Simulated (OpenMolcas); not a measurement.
# Ag2+: moving the ligands

Ag2+ with 6 ligands (sulfide) in octahedral coordination (Oh) at 2.72 Å. A charge of +1.67 e stands 2.6 Å behind each ligand. Ligand basis ANO-RCC-VDZP.
```
Ag    0.0000    0.0000    0.0000
S     2.7200    0.0000    0.0000
S     0.0000    2.7200    0.0000
S    -2.7200    0.0000    0.0000
S     0.0000   -2.7200    0.0000
S     0.0000    0.0000    2.7200
S     0.0000    0.0000   -2.7200
```

```json
{"Program": "OpenMolcas", "Method": "CASSCF", "Basis": "ANO-RCC-VDZP [6s5p3d1f]", "Scalar Hamiltonian": "DKH2, point nucleus", "Active space": "9 electrons in 5 orbitals (4d)", "State averaging": "2S+1 = 2 even, 5 roots", "Spin-orbit coupling": "RASSI with atomic mean-field integrals over the reference wave functions"}
```

Runs around this geometry, states (labels of O, the rotations of Oh). Energies in cm-1 above the lowest state or level, χT in cm3 K/mol; 10Dq is the gap between the two states.

```tsv
R (Å)	Ground state	First state of that spin	10Dq	First gap with spin-orbit (degeneracies)	χT at 300 K
2.53	2E	2T2 5514	5514	4440 (4, 2)	0.650
2.72	2E	2T2 3588	3588	2670 (4, 2)	0.814
2.81	2E	2T2 2942	2942	2118 (4, 2)	0.881
```

Taking |10Dq| as R^-n, n = -ln(2942 / 5514) / ln(2.81 / 2.53) = 6.0 between the shortest and longest distance. The point-charge formula for a cubic d site gives n = 5.

An orbital doublet at a regular site is open to a Jahn-Teller distortion, which this geometry leaves out. The sulfide ions are held by bare point charges, a crude embedding. With metal d orbitals alone the field can be off either way by tens of per cent. Ligand-to-metal charge-transfer states are missing. The least metal-like active orbital is 75 % on the metal (Löwdin) and no ligand orbital is active, so the numbers are rough (holds for R = 2.53). The least metal-like active orbital is 84 % on the metal (Löwdin) and no ligand orbital is active, so the numbers are rough (holds for R = 2.72). No measured value stands beside these numbers; the geometry was imposed, not optimised, and the real ion may take another.
